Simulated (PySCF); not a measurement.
Al(All)(OH)2 (C3H7AlO2), SMILES C=C[CH2][Al]([OH])[OH]. Atoms are numbered in the order given.

```xyz
13

Al     0.0898     0.0139     0.9164
C      0.2177    -1.1048    -0.6906
C     -0.5170    -0.4684    -1.8268
C      0.0069     0.3289    -2.7682
H     -0.1628    -2.1139    -0.4614
H      1.2944    -1.2070    -0.9187
H     -1.6015    -0.6444    -1.8494
H      1.0809     0.5434    -2.8048
H     -0.6160     0.7817    -3.5437
O     -0.1748     1.6974     0.8134
H     -0.3054     2.1321    -0.0357
O      0.2589    -0.6967     2.4530
H      0.2245    -0.2115     3.2826
```
Charge 0, spin multiplicity 1.

The structure is a stationary point at B3LYP-D3(BJ)/def2-SVP. The values are those of a single conformer.

Two levels are set side by side: PBE/pcSseg-1 (PySCF) and PBE0/pcSseg-1 (PySCF). GIAO shifts against H2O (¹⁷O), TMS (¹H), TMS (¹³C) at the same level; non-relativistic, no solvent, atoms listed together averaged. Differences are taken from unrounded values.

| quantity | PBE |
|---|---|
| δ(¹³C) of C2 (ppm) | 19.1 |
| δ(¹³C) of C3 (ppm) | 147.1 |
| δ(¹³C) of C4 (ppm) | 116.2 |
| δ(¹H) of H7 (ppm) | 6.39 |

**Question.** These are the PBE values. What does PBE0 give? (The exact figures need the calculation; the answer reports its results.)

**Answer.** 
| quantity | PBE0 | PBE minus PBE0 |
|---|---|---|
| δ(¹³C) of C2 (ppm) | 16.7 | 2.4 |
| δ(¹³C) of C3 (ppm) | 148.9 | -1.8 |
| δ(¹³C) of C4 (ppm) | 118.5 | -2.4 |
| δ(¹H) of H7 (ppm) | 6.40 | -0.01 |

Rough cost on one machine, each run with all the roots and properties that it gave: PBE0 against PBE within a factor of 2.
